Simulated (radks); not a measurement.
Fractional charge and spin in the 2s shell of oxygen: the spin-up occupation runs from 0 to 1 and the spin-down occupation from 0 to 1; the fullest corner is O3+, [He] 2p(up 0.5, down 0.5) 2s(up 1, down 1). Method: scalar-relativistic Kohn-Sham, PBE, spin-polarised, spherical densities, finite nucleus; Fermi nuclear charge, rms radius of each element as measured or else 0.836 A^(1/3) + 0.57 fm; computed with a radial shooting solver on a logarithmic mesh with Libxc functionals. Energy (eV) minus the two flat planes that join the four corners (they meet along the diagonal where the two added fractions sum to one electron); zero is where a piecewise linear energy would lie.

down \ up       0     0.5       1
0           0.000  -2.603   0.000
0.5        -2.603   1.103  -2.439
1           0.000  -2.439   0.000

Corners above the fullest one (they belong to O4+ and the next ion): (up 1, down 0) 89.337 eV, (up 0, down 1) 89.337 eV, (up 0, down 0) 203.27 eV. With half an added electron in each spin the energy lies 1.103 eV from the planes, and with half an added electron in spin up alone -2.603 eV. The planes are only a guide here: the flat-plane condition holds for ground states with one frontier orbital, while this shell lies below other occupied shells, so the corners above the fullest one are inner-hole states and not the ground states of those ions.
